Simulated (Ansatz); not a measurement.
VCl3. The state is a triplet with charge 0. Geometry relaxed at r2SCAN-D4/def2-SVP.

```xyz
4

V    -0.0332    0.0261    0.0354
Cl   -1.3251    1.0571    1.4139
Cl    1.6382   -1.1933    0.6603
Cl   -0.2799    0.1102   -2.1096
```

Q: Estimate the harmonic wavenumbers at UKS r2SCAN-D4/def2-SVP (Ansatz, unscaled). Is this a minimum?

A: 83, 95, 113, 357, 462, 507 cm⁻¹. Yes, no mode is imaginary beyond noise. Zero-point energy 9.7 kJ/mol. Run time 45 s (2 threads of AMD EPYC 9R45 on a shared host).
